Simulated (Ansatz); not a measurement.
`[NH2][Ta]([F])(=[S])[Cl]`, relaxed with RKS PBE-D4/def2-SVP in Ansatz 0.2.0 from a rough embedded geometry. The force threshold is 0.03 eV/Å; the program also tests the step.

Charge 0, multiplicity 1. Ta: def2 effective core potential.

Start:

```xyz
7

N    -0.932   -0.541   -1.006
Ta    0.244    0.095    0.668
F     0.268   -1.462    2.086
S    -0.588    1.881    1.553
Cl    2.604    0.598   -0.051
H    -1.364    0.309   -1.482
H    -0.230   -0.879   -1.767
```

Q: By how much does the energy fall, and how many steps does the optimiser take? (An estimate is asked.)

A: The calculation gave: 140.16 kJ/mol, in 8 steps.

Q: Which bonds change most? (Estimate.)

A: The calculation gave: Ta2–F3 from 2.106 to 1.892 Å; Ta2–Cl5 from 2.518 to 2.321 Å; N1–Ta2 from 2.143 to 1.959 Å; N1–H7 from 1.089 to 1.029 Å.

Q: Give the relaxed structure. (Estimate.)

A: Computed: 
```xyz
7

N    -0.648   -0.278   -1.008
Ta    0.358    0.088    0.633
F     0.240   -1.398    1.799
S    -0.638    1.823    1.482
Cl    2.558    0.595    0.098
H    -1.440    0.249   -1.388
H    -0.431   -1.080   -1.615
```
